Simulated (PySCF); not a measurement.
**[LaH4]-, singlet: molecular constants**

Method: PBE0/[La def2-TZVPD with ECP46, H def2-TZVPD], scalar-relativistic core potentials, density fitting, no spin–orbit coupling, PySCF.

The structure is a minimum.

```
Point group                                                                   : Td
Bond lengths                                                                  : La–H 2.224 Å (×4)
Bond angles                                                                   : H–La–H 109.5° (×6)
Zero-point energy                                                             : 41.2 kJ/mol
Rotational symmetry number                                                    : 12
Lowest empty level                                                            : 3.01 eV
Rotational constants                                                          : 1.268, 1.268, 1.268 cm⁻¹
Principal quadrupole moments (Buckingham, traceless) about the centre of mass : 0.00, 0.00, 0.00 D Å
Dipole moment about the centre of mass                                        : 0.00 D
Entropy at 298.15 K and 1 bar                                                 : 249.2 J/(mol K)
Highest occupied level                                                        : -2.22 eV
Enthalpy at 298.15 K above 0 K                                                : 13.74 kJ/mol
Heat capacity Cp at 298.15 K                                                  : 66.1 J/(mol K)
Principal polarisabilities                                                    : 93.0, 93.0, 93.0 bohr³
```

Harmonic modes (masses in u: La 138.906, H 1.008):
```tsv
symmetry	ω (cm⁻¹)	IR (km/mol, summed over degenerate members)	μ (u)
t2	417	1364	1.02
e	465	0.0	1.01
t2	1149	3946	1.02
a1	1259	0.0	1.01
```

In Td the vibrations span 2t2 + e + a1. The a1, e modes carry no infrared intensity, as symmetry demands.

Charges (e); Mulliken and Löwdin values are unreliable with diffuse functions:
| atom | Mulliken | Löwdin | polar tensor | Mayer order to La1 |
| --- | --- | --- | --- | --- |
| La1 | 0.64 | 0.40 | 1.53 | – |
| H2,3,4,5 | -0.41 | -0.35 | -0.63 | 0.83 |

Mulliken populations on La1 (electrons outside its core potential): s 2.50, p 6.41, d 1.40, f 0.05.

Formally La is in oxidation state +3, with 0 electrons left for the f, d and s shells; the Mulliken f population is 0.05.

Stability towards spin polarisation was not tested. This need not be the most stable arrangement of these atoms. The lowest empty level of this anion is unbound, so it and the gap depend on the basis.

The final relaxation and frequency run took 27 s on 2 threads of a shared Arm Neoverse N1 host, with 79 basis functions and 6 gradients; the process peaked at 1.4 GiB. Launch command: `OMP_NUM_THREADS=2 python axn.py task.json out`.
